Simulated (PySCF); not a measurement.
BrF2HOSi, SMILES F[Si](Br)(O)F. Coordinates come from a PBE-D3(BJ)/def2-SVP optimisation. The structure was generated by enumeration, and PubChem lists no compound with its InChIKey, so it may never have been made. The values are those of a single conformer.

Computed equilibrium geometry at PBE-D3(BJ)/def2-SVP (PySCF confirms it by a frequency run) as bond lengths and angles, and its point group (one conformer of several):
point group Cs.
Atoms: O1 Si2 F3 F4 Br5 H6. Bonds (Å): O1–Si2 1.645, O1–H6 0.974, Si2–F3 1.621, Si2–F4 1.621, Si2–Br5 2.189. Angles (°): Si2–O1–H6 116.1, O1–Si2–F3 111.4, O1–Si2–F4 111.4, O1–Si2–Br5 108.3, F3–Si2–F4 105.4, F3–Si2–Br5 110.2, F4–Si2–Br5 110.2.
